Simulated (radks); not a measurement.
Species: Bi+. Configuration: [Hg] 6p1.5 7s0.5 (fractional occupations, a model configuration). All-electron calculation, scalar-relativistic Kohn-Sham, r2SCAN, spin-polarised, spherical densities, finite nucleus; open shells are filled with parallel spins first (spin-orbit coupling, left out, can overturn this in heavy ions); meta-GGA in the generalised Kohn-Sham scheme; Fermi nuclear charge, rms radius 5.5211 fm. Program: a radial shooting solver on a logarithmic mesh with Libxc functionals.

Radial electron density D(r) = 4 pi r^2 rho(r):

```
   r/bohr * D(r) (the largest magnitude, 158, reaches the edge; | marks zero)
 0.002233 |            *
 0.002621 |               *
 0.003076 |                  *
 0.003638 |                      *
 0.004269 |                          *
  0.00501 |                             *
 0.005927 |                                 *
 0.006955 |                                    *
 0.008162 |                                      *
 0.009655 |                                       *
  0.01133 |                                       *
   0.0133 |                                      *
  0.01573 |                                    *
  0.01846 |                                   *
  0.02166 |                                   *
  0.02562 |                                     *
  0.03007 |                                         *
  0.03529 |                                               *
  0.04174 |                                                    *
  0.04898 |                                                      *
  0.05748 |                                                    *
    0.068 |                                               *
   0.0798 |                                           *
  0.09364 |                                           *
   0.1108 |                                               *
     0.13 |                                                   *
   0.1525 |                                                 *
   0.1805 |                                        *
   0.2118 |                               *
   0.2485 |                            *
    0.294 |                               *
    0.345 |                                  *
   0.4048 |                               *
   0.4789 |                      *
    0.562 |               *
   0.6595 |          *
   0.7801 |         *
   0.9155 |        *
    1.074 |      *
    1.271 |    *
    1.491 |  *
     1.75 | *
     2.07 |*
     2.43 |*
    2.851 *
    3.373 *
    3.958 *
    4.645 *
    5.494 *
    6.448 *
    7.566 *
    8.951 *
     10.5 *
    12.33 *
```

D(r) has 4 maxima, at r = 0.0104, 0.0486, 0.135, 0.348 bohr, and minima at 0.0203, 0.0871, 0.247 bohr, inside which lie 1.88, 11.01, 30.11 electrons.
